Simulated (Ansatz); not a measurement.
Input for Ansatz (a quantum-chemistry and plane-wave program): R-r2SCAN/def2-TZVPP on ClH3PbSi (SMILES [SiH3][Pb][Cl]), a point of a torsion scan. Elements past Kr take the def2 small-core potentials; no spin–orbit coupling.

Ansatz 0.2 input:
```yaml
crystal:
  periodic: [false, false, false]
  atoms:
    - {symbol: Si, position_ang: [-0.75503373, -0.06401973, -0.00755671]}
    - {symbol: Pb, position_ang: [1.70931385, -1.15162174, 0.00377538]}
    - {symbol: Cl, position_ang: [0.94510749, -3.42289187, -0.73809768]}
    - {symbol: H, position_ang: [-1.16948215, 0.44343446, 1.30693951]}
    - {symbol: H, position_ang: [-1.85902351, -0.91088768, -0.43887089]}
    - {symbol: H, position_ang: [-0.85423155, 1.13211459, -0.85468914]}
basis:
  gaussian:
    orbitals: def2-TZVPP
hamiltonian:
  xc: {name: r2SCAN}
scf: {lower_state_search: off}
```

Question: What total energy does the run end on?

Answer: -944.4653 hartree.
